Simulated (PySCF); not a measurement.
# One molecule, several mistakes: BH5NOSi cation

These are calculations, not measurements. The program is PySCF 2.14.0, an open-source quantum chemistry code, run on an isolated molecule that a program drew, which may never have been made. The molecule is BH5NOSi cation (charge +1, singlet), drawn as the SMILES string `N[B+][SiH2]O`.

Each row is a Hartree-Fock (HF) and frozen-core CCSD(T) single point in the cc-pV(D+d)Z basis, meant for a local HF minimum. Run 1 is clean. Each other run has one planted mistake out of seven kinds, and not every kind appears here: one electron removed, one electron added, multiplicity raised by two, geometry at a saddle point, minimal basis STO-3G, one bond length entered in bohr, all coordinates scaled. The reference is restricted for singlets and unrestricted otherwise, and also for a bond in bohr. Adding or removing an electron swaps singlet and doublet. Electrons count all cores. HOMO and LUMO are orbital energies over both spins, the gradient is its largest component, and the lowest frequency (negative if imaginary) is given only where the gradient is small. Bond lengths are over the 8 bonds as drawn. T1 is the CCSD diagnostic: over 0.02 (restricted) or 0.045 (unrestricted) a single reference is doubtful.

Geometry of the clean run:
```xyz
9
BH5NOSi cation, angstrom
N    -0.0093    2.6152   -1.5516
B    -0.4360    1.6572   -0.7461
Si   -1.0891    0.1522    0.5231
O     0.3334   -0.3221    1.1388
H     0.0868    3.5772   -1.2598
H     0.2694    2.4469   -2.5076
H    -2.0015    0.8221    1.4561
H    -1.7620   -0.8110   -0.3550
H     0.4461   -1.0182    1.7733
```

| run | electrons | basis functions | <S^2> | HOMO (eV) | LUMO (eV) | gradient (hartree/bohr) | lowest frequency (cm^-1) | mean bond (Å) | longest bond (Å) | T1 | HF (hartree) | CCSD(T) (hartree) | mistake |
|---|---|---|---|---|---|---|---|---|---|---|---|---|---|
| 1 | 38 | 90 | 0.000 | -17.35 | -3.98 | 3.4e-05 | 22 | 1.3649 | 2.074 | 0.0141 | -445.66248 | -446.22442 | no fault |
| 2 | 37 | 90 | 0.765 | -23.21 | -13.00 | 1.0e-01 | - | 1.3649 | 2.074 | 0.0546 | -445.09950 | -445.63331 | one electron removed |
| 3 | 38 | 29 | 0.000 | -14.35 | -0.93 | 3.2e-02 | - | 1.3649 | 2.074 | 0.0174 | -440.29463 | -440.50132 | minimal basis STO-3G |
| 4 | 38 | 90 | 2.055 | -14.02 | -7.85 | 4.2e-02 | - | 1.3649 | 2.074 | 0.0279 | -445.50174 | -446.05279 | ? |
| 5 | 39 | 90 | 0.770 | -6.11 | 3.22 | 5.8e-02 | - | 1.3649 | 2.074 | 0.0142 | -445.84649 | -446.42206 | ? |

**Which mistake was planted in run 4, and what did it cost?**

Electrons, basis and geometry are unchanged, and <S^2> is 2.055, beside S(S+1) = 2.00 for a multiplicity of 3. So the mistake is: multiplicity raised by two. Subtracting run 1 and multiplying by 627.51 kcal/mol a hartree, the energy moved by 100.9 kcal/mol in HF and 107.7 kcal/mol in CCSD(T).

**Which mistake was planted in run 5, and what did it cost?**

It counts 39 electrons, one more than the clean run, at the same geometry and basis. So the mistake is: one electron added. Subtracting run 1 and multiplying by 627.51 kcal/mol a hartree, the energy moved by -115.5 kcal/mol in HF and -124.0 kcal/mol in CCSD(T).

Cautions from the logs. Run 2: T1 is over the limit, so its CCSD(T) energy is less reliable.
